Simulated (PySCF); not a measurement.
**Dipole response of Cr⁺ (chromium, charge +1)**

[Ar] 3d5, high-spin 6S determinant. Calculation: PySCF 2.14, in def2-QZVPPD (11s6p5d3f2g, 93 functions); the non-relativistic Hamiltonian (point nucleus). Coupled (time-dependent) response in atomic units; α is the mean over directions.

```tsv
method	mean α (bohr³)	C₆ (like pair)	S(−4)
wB97X-V	10.85	35.74	184.9
```

S(−4) is the Cauchy moment in α(ω) = α(0) + S(−4) ω² + …

α(iu) at wB97X-V:

```tsv
u (hartree)	α(iu) (bohr³)
0	10.85
0.0500	10.41
0.100	9.371
0.200	7.143
0.300	5.664
0.500	4.173
0.750	3.257
1.00	2.659
1.50	1.854
2.00	1.345
3.00	0.7877
5.00	0.3619
```

For an ion, C₆ is the dispersion term alone; charge-induced terms of lower order in 1/R come first.
